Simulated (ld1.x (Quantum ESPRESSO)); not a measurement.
## Transferability test, TM potential for bismuth

bismuth, norm-conserving Troullier–Martins (Kleinman–Bylander form), made with ld1.x (Quantum ESPRESSO) 7.5 (PBE, non-relativistic). Core [Xe] 4f14 5d10, reference 6s2 6p2.75 (charge +0.25). Waves: 6s (bound): rc 2.15 bohr; 6p (bound): rc 2.50 bohr. Local part: the p channel. Core correction: a·sin(br)/r model core inside 1.20 bohr.

Energies are relative to the spin-unpolarised reference configuration 6s2 6p2.75; without spin polarisation the order of configurations can differ from experiment. The frozen-core shift is the all-electron ΔE with the core orbitals held at their reference shape minus the fully relaxed ΔE.

(1) Give the all-electron excitation energy and the error of the potential for: 6s2 6p3; 6s2 6p2; 6s2 6p1; 6s1 6p0; 6s1 6p4; 6s2 6p2.5; 6s2 6p3.3.

Levels in the configuration 6s2 6p2.5:

```tsv
level	all-electron (eV)	pseudo (eV)
6s	-14.866	-14.869
6p	-7.989	-7.991
```

Answers

(1)

```json
{"valence configuration": "6s2 6p3", "charge": "0", "ΔE all-electron (eV)": "-1.382", "error AE − PS (meV)": "-0.1", "frozen-core shift (meV)": "+0.3"}
{"valence configuration": "6s2 6p2", "charge": "+1", "ΔE all-electron (eV)": "6.646", "error AE − PS (meV)": "-2.3", "frozen-core shift (meV)": "+4.4"}
{"valence configuration": "6s2 6p1", "charge": "+2", "ΔE all-electron (eV)": "21.835", "error AE − PS (meV)": "-26", "frozen-core shift (meV)": "+44"}
{"valence configuration": "6s1 6p0", "charge": "+4", "ΔE all-electron (eV)": "85.215", "error AE − PS (meV)": "-416", "frozen-core shift (meV)": "+604"}
{"valence configuration": "6s1 6p4", "charge": "0", "ΔE all-electron (eV)": "5.310", "error AE − PS (meV)": "-8.4", "frozen-core shift (meV)": "+6.7"}
{"valence configuration": "6s2 6p2.5", "charge": "+0.5", "ΔE all-electron (eV)": "1.789", "error AE − PS (meV)": "-0.1", "frozen-core shift (meV)": "+0.3"}
{"valence configuration": "6s2 6p3.3", "charge": "-0.3", "ΔE all-electron (eV)": "-2.529", "error AE − PS (meV)": "-0.2", "frozen-core shift (meV)": "+0.7"}
```
